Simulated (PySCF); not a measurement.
**Si2H3ClOF2**

Si2H3ClOF2 is a small molecule, neutral, singlet. The structure, one conformer, was relaxed in the gas phase by PBE0-D3(BJ)/def2-SVP. No frequency run checks that it is a minimum.

SMILES: F[Si](F)(Cl)O[SiH3]

Coordinates in Å:
```
Si1     1.600   -0.347   -0.337
O2      0.159    0.308   -0.599
Si3    -1.414    0.796   -0.333
F4      2.104   -0.023    1.147
F5      1.518   -1.940   -0.459
Cl6     2.963    0.344   -1.661
H7     -2.155    0.674   -1.617
H8     -2.031   -0.076    0.706
H9     -1.401    2.211    0.127
```

Shieldings: GIAO PBE0/pcSseg-2. Shifts are against computed references at the same level: H TMS (σ 31.24 ppm), Si TMS (σ 341.3 ppm). Core levels by delta-SCF with SCAN, pcX-2 on the ionised atom and pcseg-1 elsewhere, spin-free X2C (2p3/2 is the spin-free 2p value less a third of a first-order spin-orbit splitting); from the vacuum level, for chosen atoms.

(1) Give the NMR and core-level values of the distinct atoms.

(2) By CAM-B3LYP/def2-SVPD (TDDFT singlets, Tamm-Dancoff triplets, ionisation by delta-SCF), where does absorption start, and what does vertical ionisation take?

## Answers

(1) 
```tsv
atoms	bonded to	σ (ppm)	δ (ppm)	core level (eV)
Si1	1 Cl + 2 F + 1 O	421.4	-80.1	2p3/2 110.42
O2	2 Si	277.2	-	1s 539.14
Si3	1 O + 3 H	378.4	-37.1	-
F4	1 Si	307.1	-	1s 693.35
F5	1 Si	307.0	-	1s 693.34
Cl6	1 Si	916.7	-	2p3/2 206.97
H7 H8 H9	1 Si	26.08	5.17	-
```

Values are those of this one static structure, with the three H of a rotating XH3 group averaged; atoms that internal rotation interchanges would show their mean in an NMR spectrum.

(2) The lowest singlet lies at 7.84 eV (f 0.005), the strongest of the first 6 at 9.08 eV (f 0.089), the lowest triplet at 7.40 eV; vertical ionisation takes 11.96 eV.
